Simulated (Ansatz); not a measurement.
# Molecular dynamics of CH6GaN

Input:

```yaml
crystal:
  periodic: [false, false, false]
  atoms:
    - { symbol: Ga, position_ang: [2.6e-05, -0.169741, -0.006989] }
    - { symbol: H, position_ang: [-0.147917, -0.549513, 1.517137] }
    - { symbol: C, position_ang: [1.68505, 0.067487, -1.010268] }
    - { symbol: H, position_ang: [2.252728, -0.88614, -1.030741] }
    - { symbol: H, position_ang: [1.504948, 0.390954, -2.054818] }
    - { symbol: H, position_ang: [2.329275, 0.821697, -0.512873] }
    - { symbol: "N", position_ang: [-1.579436, 0.059563, -0.902858] }
    - { symbol: H, position_ang: [-2.50274, -0.041123, -0.477356] }
    - { symbol: H, position_ang: [-1.652634, 0.306718, -1.892034] }
basis:
  gaussian: { orbitals: def2-SVP }
hamiltonian:
  xc: pbe
md:
  timestep: 0.5
  n_steps: 300
  ensemble: nve
  temperature: 500.0
  initial_velocities: maxwell_boltzmann
  seed: 538387
```

Launched with:

```bash
$ ansatz run input.yaml --threads 2 --pin off --max-ram 3072MiB --backend cpu --events-out ev --progress --plain --runs-dir out
```

It starts from a relaxed structure.

Output, in part (step lines, the closing report, with atoms numbered from 0):

```
md step     0: t =     0.00 fs  T =   500.0 K  F+E_penalty+E_count = -54983.13554421 eV  E_kin = 0.452410 eV  conserved = -54982.68313422 eV  (26 SCF iters)
md step     1: t =     0.50 fs  T =   489.9 K  F+E_penalty+E_count = -54983.12631809 eV  E_kin = 0.443293 eV  conserved = -54982.68302468 eV  (28 SCF iters)
md step     2: t =     1.00 fs  T =   461.4 K  F+E_penalty+E_count = -54983.10013077 eV  E_kin = 0.417516 eV  conserved = -54982.68261521 eV  (28 SCF iters)
md step     3: t =     1.50 fs  T =   421.6 K  F+E_penalty+E_count = -54983.06349949 eV  E_kin = 0.381467 eV  conserved = -54982.68203231 eV  (28 SCF iters)
md step     4: t =     2.00 fs  T =   380.2 K  F+E_penalty+E_count = -54983.02554549 eV  E_kin = 0.344056 eV  conserved = -54982.68148997 eV  (28 SCF iters)
md step     5: t =     2.50 fs  T =   346.5 K  F+E_penalty+E_count = -54982.99470125 eV  E_kin = 0.313503 eV  conserved = -54982.68119786 eV  (28 SCF iters)
md step     6: t =     3.00 fs  T =   325.2 K  F+E_penalty+E_count = -54982.97552915 eV  E_kin = 0.294277 eV  conserved = -54982.68125184 eV  (28 SCF iters)
md step     7: t =     3.50 fs  T =   315.7 K  F+E_penalty+E_count = -54982.96725919 eV  E_kin = 0.285673 eV  conserved = -54982.68158571 eV  (28 SCF iters)
[... lines left out ...]
md step   297: t =   148.50 fs  T =   294.1 K  F+E_penalty+E_count = -54982.94761282 eV  E_kin = 0.266083 eV  conserved = -54982.68153023 eV  (27 SCF iters)
md step   298: t =   149.00 fs  T =   279.8 K  F+E_penalty+E_count = -54982.93450144 eV  E_kin = 0.253125 eV  conserved = -54982.68137643 eV  (27 SCF iters)
md step   299: t =   149.50 fs  T =   275.5 K  F+E_penalty+E_count = -54982.93076432 eV  E_kin = 0.249251 eV  conserved = -54982.68151299 eV  (27 SCF iters)
md step   300: t =   150.00 fs  T =   279.1 K  F+E_penalty+E_count = -54982.93433696 eV  E_kin = 0.252501 eV  conserved = -54982.68183623 eV  (26 SCF iters)
Total energy: -54982.93437565 eV, -2020.5855695335 hartree
Atom 0 at     0.000810    -0.125336    -0.009241 Å, force     0.077570     0.116902     0.243232 eV/Å
Atom 1 at    -0.175305    -0.302641     1.589622 Å, force    -0.015465     0.104077    -0.502315 eV/Å
Atom 2 at     1.691727     0.020845    -0.994525 Å, force    -0.664889     0.616920    -0.717232 eV/Å
Atom 3 at     1.519167    -0.251635    -2.063671 Å, force     0.295069    -0.124774     0.319085 eV/Å
Atom 4 at     2.179121     1.006680    -0.981380 Å, force    -0.354449     0.643301    -0.044391 eV/Å
Atom 5 at     2.452859    -0.553730    -0.511369 Å, force     0.865079    -1.331510     0.336267 eV/Å
Atom 6 at    -1.584495    -0.100878    -0.927079 Å, force     0.490318    -0.020545     0.885117 eV/Å
Atom 7 at    -2.367608    -0.043250    -0.293682 Å, force    -0.755713    -0.073949     0.176299 eV/Å
Atom 8 at    -1.888083    -0.099088    -1.885434 Å, force     0.062480     0.069580    -0.696062 eV/Å
Dipole moment:    -0.113447     0.030976    -0.185558 e Å
```

The steps, from the saved trajectory:

```
time (fs)  T (K)  potential energy less start (eV)  conserved less start (meV/atom)
      0.0    500                             0.000                             0.00
      5.0    297                             0.184                             0.07
     10.0    226                             0.249                             0.08
     15.0    186                             0.285                             0.10
     20.0    240                             0.237                             0.17
     25.0    391                             0.100                             0.15
     30.0    183                             0.288                             0.22
     35.0    217                             0.257                             0.17
     40.0    169                             0.301                             0.19
     45.0    271                             0.208                             0.13
     50.0    329                             0.156                             0.11
     55.0    203                             0.270                             0.13
     60.0    282                             0.198                             0.07
     65.0    209                             0.264                             0.17
     70.0    346                             0.141                             0.11
     75.0    260                             0.219                             0.16
     80.0    127                             0.339                             0.19
     85.0    229                             0.246                             0.11
     90.0    243                             0.234                             0.14
     95.0    390                             0.100                             0.07
    100.0    294                             0.188                             0.11
    105.0    201                             0.271                             0.13
    110.0    178                             0.292                             0.15
    115.0    201                             0.272                             0.17
    120.0    317                             0.167                             0.14
    125.0    305                             0.178                             0.10
    130.0    258                             0.220                             0.10
    135.0    248                             0.228                             0.08
    140.0    241                             0.235                             0.08
    145.0    306                             0.177                             0.13
    150.0    279                             0.201                             0.14
```

All steps were run. The conserved energy stayed within 0.23 meV per atom of its start (net change 0.14 meV per atom), so the integration is sound. Over the second half the temperature averaged 0.50 of the 500 K drawn at the start: a run that starts near a minimum puts about half its kinetic energy into the potential. A run of 0.15 ps of so small a system gives no equilibrium averages.

The same pairs are bonded in the first frame and the last. Pairs count as bonded within 1.25 times the sum of covalent radii (0.12 Å more for H–H).

Last frame:

```xyz
9
Properties=species:S:1:pos:R:3
Ga 0.001 -0.125 -0.009
H -0.175 -0.303 1.590
C 1.692 0.021 -0.995
H 1.519 -0.252 -2.064
H 2.179 1.007 -0.981
H 2.453 -0.554 -0.511
N -1.585 -0.101 -0.927
H -2.368 -0.043 -0.294
H -1.888 -0.099 -1.885
```

Run time: 6.4 min on 2 threads of Intel(R) Xeon(R) Platinum 8259CL CPU @ 2.50GHz (Skylake/Cascade Lake), with other jobs on the host, peak memory 0.14 GiB.
